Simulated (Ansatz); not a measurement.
System: C$_{2}$H$_{5}$BO$_{2}$ (charge 0, singlet). SMILES: C=CB(O)O
Coordinates optimised at B3LYP-D3(BJ)/def2-TZVP (Ansatz, a quantum-chemistry and plane-wave program):
```xyz
10

C      2.0292     0.0201     0.3028
C      0.8568    -0.6031     0.4104
B     -0.5128    -0.0248    -0.0674
O     -0.6727     1.2027    -0.6590
O     -1.6268    -0.7923     0.1158
H      2.1242     1.0086    -0.1392
H      2.9586    -0.4180     0.6481
H      0.8474    -1.5902     0.8649
H      0.1416     1.7019    -0.7644
H     -2.4280    -0.3631    -0.2056
```

Atomisation energy built up term by term with Ansatz (kcal/mol; UHF references for open shells; valence terms freeze the core; atomic spin-orbit terms are left out). CBS marks a two-point X^-3 extrapolation of the correlation energy; Hartree-Fock from the larger set.

| term | basis | kcal/mol |
|---|---|---|
| Hartree-Fock | aug-cc-pVQZ | … |
| CCSD correlation | CBS(aug-cc-pVTZ,aug-cc-pVQZ) | 252.31 |
| (T) | CBS(aug-cc-pVTZ,aug-cc-pVQZ) | … |
| core correlation | cc-pwCVTZ | 4.45 |
| scalar relativity (X2C) | cc-pVTZ-DK against cc-pVTZ | -0.96 |
| sum: De |  | … |

### Question
What belongs in the gaps?

### Answer

- Hartree-Fock, kcal/mol: 767.07
- (T), kcal/mol: 18.25
- sum: De, kcal/mol: 1041.1
